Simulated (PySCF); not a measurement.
BeGeH3I. Atoms are numbered in the order given.

```xyz
6

Be     0.0000     0.0000     0.3978
I      0.0000     0.0000    -1.7728
Ge     0.0000     0.0000     2.5885
H      1.2351    -0.7131     3.1789
H      0.0000     1.4262     3.1789
H     -1.2351    -0.7131     3.1789
```
Charge 0, spin multiplicity 1.

Geometry optimised at B3LYP-D3(BJ)/def2-TZVP. The def2 effective core potentials stand for the cores of I; spin–orbit coupling is left out.

These are B3LYP-D3(BJ)/def2-TZVP (PySCF) values and carry that method's errors.

Frequencies are harmonic and unscaled.

Modes within 1.5 cm⁻¹ of each other (mostly degenerate sets) share a row, with their intensities summed.

```
mode   ν (cm⁻¹)  IR (km/mol)  moving atoms (share of kinetic energy)
-----  --------  -----------  --------------------------------------
1–2         147         26.5                         Be 77 %, H 20 %
3           173          3.0                         Ge 60 %, I 38 %
4–5         439          5.6                         H 77 %, Be 18 %
6           801        110.6                                  H 90 %
7           826        255.9                                 Be 90 %
8–9         889         60.1                                  H 99 %
10         2102         83.0                                  H 99 %
11–12      2104        238.6                                  H 98 %
```
